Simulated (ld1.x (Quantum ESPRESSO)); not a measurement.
phosphorus: one change to a TM potential, before and after

ld1.x (Quantum ESPRESSO) 7.5 input, shortened:

```
&input
   title='P', zed=15., rel=0, dft='PZ', iswitch=3,
   config='[Ne] 3s2 3p3'
 /
 &inputp
   pseudotype=2, tm=.true., lloc=-1, rcloc=1.55,
   nlcc=.false.
 /
2
3S  1  0   2.00   0.00  1.50  1.50  0.0
3P  2  1   3.00   0.00  1.75  1.75  0.0
 &test
   configts(1)='3s2 3p3'
 /
```

Change: all radii scaled by about 0.76 (s 1.14, p 1.32 bohr); local potential all-electron potential smoothed inside 1.16 bohr (lloc = -1).

Cutoffs: the cutoffs (Ry, on a coarse ladder) from which the occupation-weighted sum of valence levels, in a spherical-Bessel basis at the reference potential, stays within 10 and 1 mRy of its value at 400 Ry; they do not see the model core or the augmentation charge, which bear on the density cutoff. Errors are all-electron minus pseudo energies relative to the spin-unpolarised reference configuration.

Question: How do hardness, ghosts and transferability respond?

Answer: The potential gets harder (21 Ry and 50 Ry → 70 Ry and 160 Ry); of the 9 tests that both files solve, the error grows in 7 and shrinks in 0 by more than 15 % and 0.3 meV (median size 14.4 → 26.5 meV); neither file shows a bound ghost. A smaller radius makes the pseudo-wave follow the all-electron one further in, where it bends more sharply, so more plane waves are needed. That the errors move this way runs against the usual rule that smaller radii transfer better.

| quantity | base | changed |
| --- | --- | --- |
| cutoff, loose | 21 Ry | 70 Ry |
| cutoff, tight | 50 Ry | 160 Ry |
| loose cutoff by channel (10 mRy a level) | s 18 Ry, p 8 Ry | s 50 Ry, p 40 Ry |
| bound ghosts | none | none |
| error for 3s2 3p2, meV [ΔE 9.83 eV] | +5.6 | +8.6 |
| error for 3s2 3p1, meV [ΔE 29.09 eV] | +42 | +63 |
| error for 3s2 3p0, meV [ΔE 59.00 eV] | +165 | +242 |
| error for 3s1 3p4, meV [ΔE 8.41 eV] | +2.9 | +5.8 |
| error for 3s1 3p3, meV [ΔE 18.81 eV] | +14 | +20 |
| error for 3s2 3p2.5, meV [ΔE 3.83 eV] | +1.0 | +1.5 |
| error for 3s0 3p5, meV [ΔE 16.95 eV] | +12 | +27 |
| error for 3s2 3p3 (spin-polarised), meV [ΔE -1.51 eV] | +120 | +117 |
| error for 3s2 3p2 (spin-polarised), meV [ΔE 8.99 eV] | +86 | +87 |
